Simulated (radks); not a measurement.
Spherical jellium clusters: N electrons in a uniform positive sphere of charge N and radius rs N^(1/3), rs = 3.14 bohr. Method: non-relativistic Kohn-Sham, exchange-only LDA, spin-polarised, spherical densities; computed with a radial shooting solver with Libxc functionals. Levels are named by radial order and angular momentum (1s, 1p, 1d, 2s, ...), and open shells are averaged over m.

N = 25, configuration 1s2 1p6 1d10 2s2 1f(up 5, down 0). This is the lowest configuration that the search found. Occupied and some empty levels:

| level | occupation | eigenvalue (eV) | <r> (bohr) |
|---|---|---|---|
| 1s up | 1 | -6.3369 | 5.750 |
| 1s down | 1 | -6.0719 | 5.217 |
| 1p up | 3 | -5.2724 | 6.780 |
| 1p down | 3 | -4.7805 | 6.450 |
| 1d up | 5 | -3.9177 | 7.546 |
| 1d down | 5 | -3.2852 | 7.368 |
| 2s up | 1 | -3.2244 | 6.348 |
| 2s down | 1 | -2.8839 | 6.502 |
| 1f up | 5 | -2.3486 | 8.277 |
| 1f down | 0 | -1.6433 | 8.251 |
| 2p up | 0 | -1.5755 | 8.210 |
| 2p down | 0 | -1.2031 | 8.328 |
| 1g up | 0 | -0.65717 | 9.208 |
| 2d up | 0 | -0.28919 | 11.75 |

Energy (eV): total -18.9382, kinetic 67.016, external -2172.1, Hartree 1063.5, exchange-correlation -88.681, background 1111.4.
